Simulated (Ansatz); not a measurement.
Start from `N[SiH2]C=O` and change one element to get `N[SiH2]C=S`.

Ansatz, PBE0-D4/def2-TZVP geometries, multiplicity 1. Each molecule was computed in one conformer, which needn't be the lowest.

| property | `N[SiH2]C=O` |
| --- | --- |
| size of the dipole moment (PBE/def2-TZVPP) / D | 1.57 |
| HOMO energy (ωB97M-V/def2-TZVPP) / eV | -9.38 |
| ideal-gas entropy at 298 K and 1 bar (rigid rotor, harmonic PBE0-D4/def2-TZVP) / J/(mol·K) | 323 |
| LUMO energy (PBE/def2-TZVPP) / eV | -2.68 |
| HOMO–LUMO gap (B3LYP/def2-TZVPP) / eV | 5.10 |
| HOMO energy (B3LYP/def2-TZVPP) / eV | -6.86 |

(1) What does the change do to each property? (An estimate is asked.)

Answers

(1) Ansatz gave: 
```json
{"property": "size of the dipole moment (PBE/def2-TZVPP) / D", "`N[SiH2]C=S`": "1.27", "shift": "-0.30"}
{"property": "HOMO energy (ωB97M-V/def2-TZVPP) / eV", "`N[SiH2]C=S`": "-8.69", "shift": "0.69"}
{"property": "ideal-gas entropy at 298 K and 1 bar (rigid rotor, harmonic PBE0-D4/def2-TZVP) / J/(mol·K)", "`N[SiH2]C=S`": "332", "shift": "9"}
{"property": "LUMO energy (PBE/def2-TZVPP) / eV", "`N[SiH2]C=S`": "-3.64", "shift": "-0.96"}
{"property": "HOMO–LUMO gap (B3LYP/def2-TZVPP) / eV", "`N[SiH2]C=S`": "3.40", "shift": "-1.70"}
{"property": "HOMO energy (B3LYP/def2-TZVPP) / eV", "`N[SiH2]C=S`": "-6.28", "shift": "0.58"}
```

With PBE0 the HOMO rises by 0.55 eV and the LUMO falls by 1.21 eV, so the gap narrows by about 1.76 eV. PBE moves the HOMO by 0.29 eV and ωB97M-V by 0.69 eV. Dipoles are sizes alone; their direction can turn.

B3LYP here is the variant with VWN-RPA as its local correlation; programs differ in this.
